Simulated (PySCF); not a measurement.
PySCF 2.14.0 with density-fitted response routines calculation with PBE0/pcSseg-1 with gauge-including orbitals and GFN2-xTB geometry; rapidly exchanging positions averaged, gas phase, relativity neglected, one computed conformer.

Chemical shifts δ = σref − σ; 1H (σ = 31.72 ppm) and 13C (σ = 186.93 ppm) vs TMS, all at this level. Shifts are as computed. Against solution values, carbons near 30 ppm lie about +3 ppm off and those near 130 ppm about +5 ppm; carbons on Cl a further +6 ppm. Of 1211 compounds with measured shifts, 218 miss one by over three times the rms of a fit or turn the order of signals round; such compounds aren't used in these exercises. Carbons bonded to Cl come out too deshielded. OH and NH positions are gas-phase values without hydrogen bonding to other molecules.

(1) Order these molecules by the shift of their most deshielded carbon-bound hydrogen, lowest δ first.
A. C/C=C/C(Cl)Cl
B. CC(C)(C)n1cpcc1Cl
C. CC(C)[Si](N)([SiH3])[SiH3]
D. CO[C@@]1(C)C[C@@]1(F)C(=O)Cl
E. C#C[C@@H]1C(=C)/C(=C\F)[C@H]1F

(2) Order these molecules by the shift of their most deshielded carbon, lowest δ first.
A. C=C(F)c1cccc(F)c1
B. C/C=C/C(Cl)Cl
C. CC(C)(C)n1cpcc1Cl
D. CC(C)[Si](N)([SiH3])[SiH3]

(3) How many 13C and 1H signals does each give (equivalence by symmetry and fast rotation, but not about amide C–N or C=N bonds)? `C/C=C/C(Cl)Cl`, `C=C(F)c1cccc(F)c1`, `CC(C)[Si](N)([SiH3])[SiH3]`, `C#C[C@@H]1C(=C)/C(=C\F)[C@H]1F`, `CC(C)(C)n1cpcc1Cl`, `CO[C@@]1(C)C[C@@]1(F)C(=O)Cl`

Answers

(1) C (1.21 ppm, hydrogen on a methyl carbon), D (3.36 ppm, hydrogen on a methyl carbon bonded to O), A (6.04 ppm, hydrogen on an allylic sp3 CH bonded to 2 Cl), E (7.21 ppm, hydrogen on an alkene CH), B (8.08 ppm, hydrogen on an aromatic CH next to a ring nitrogen).

(2) D (23.8 ppm, sp3 CH bonded to Si), B (140.3 ppm, alkene CH), C (155.9 ppm, aromatic CH next to a ring nitrogen), A (172.9 ppm, aromatic carbon bearing fluorine).

(3) C/C=C/C(Cl)Cl: 4 C, 4 H; C=C(F)c1cccc(F)c1: 8 C, 6 H; CC(C)[Si](N)([SiH3])[SiH3]: 2 C, 4 H; C#C[C@@H]1C(=C)/C(=C\F)[C@H]1F: 8 C, 6 H; CC(C)(C)n1cpcc1Cl: 5 C, 3 H; CO[C@@]1(C)C[C@@]1(F)C(=O)Cl: 6 C, 4 H.
